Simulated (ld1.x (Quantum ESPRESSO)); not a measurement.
**Building the RRKJ potential for Mg (BP86, non-relativistic).**

ld1.x (Quantum ESPRESSO) 7.5 input, shortened:

```
&input
   title='Mg', zed=12., rel=0, dft='BP', iswitch=3,
   config='[Ne] 3s1.75 3p0 3d-2'
 /
 &inputp
   pseudotype=2, tm=.false., rho0=0.01, lloc=0,
   nlcc=.true., new_core_ps=.true.
 /
3
2P  2  1   6.00   0.00  0.75  0.75  0.0
3D  3  2  -2.00  -0.10  0.60  0.60  0.0
2S  1  0   2.00   0.00  0.70  0.70  0.0
 &test
   configts(1)='2s2 2p6 3s1.75 3p0'
 /
```

Occupied shells without a wave of their own: 3s. They enter only through the test configuration that unscreens the potential, and ld1.x also counts them in the model core charge.

All-electron outer shells of the reference configuration (BP86, non-relativistic, ld1.x):

| shell | level (eV) | outermost node (bohr) | outermost maximum (bohr) |
| --- | --- | --- | --- |
| 2s | -81.74 | 0.18 | 0.55 |
| 2p | -48.85 | – | 0.48 |
| 3s | -6.39 | 0.90 | 2.50 |
| 3p | -2.73 | 0.95 | 3.29 |

**Question.** Estimate the cutoffs (Ry, on a coarse ladder) from which the occupation-weighted sum of valence levels, in a spherical-Bessel basis at the reference potential, stays within 10 and 1 mRy of its value at 400 Ry.

**Answer.** 260 Ry and over 300 Ry.

**Question.** Does the potential have ghost states?

**Answer.** No extra level below or beside the all-electron valence levels (p, d, s, f tested).

**Question.** Tests: 2s2 2p6 3s2 3p0; 2s2 2p6 3s1 3p0; 2s2 2p6 3s0 3p0; 2s2 2p6 3s1 3p1; 2s2 2p6 3s1.5 3p0; 2s2 2p5 3s2 3p0; 2s2 2p6 3s0 3p2. Which has the largest error in its energy relative to the reference configuration, and how large is it?

**Answer.** 2s2 2p6 3s0 3p0, with -1081 meV (all-electron minus pseudo) on +21.56 eV.

ld1.x takes every shell without a wave as core, so the model core holds the 3s electrons as well and exchange and correlation see them twice. This cancels in the reference configuration, but the file is broken for other ones, and its errors say nothing about a proper core correction.
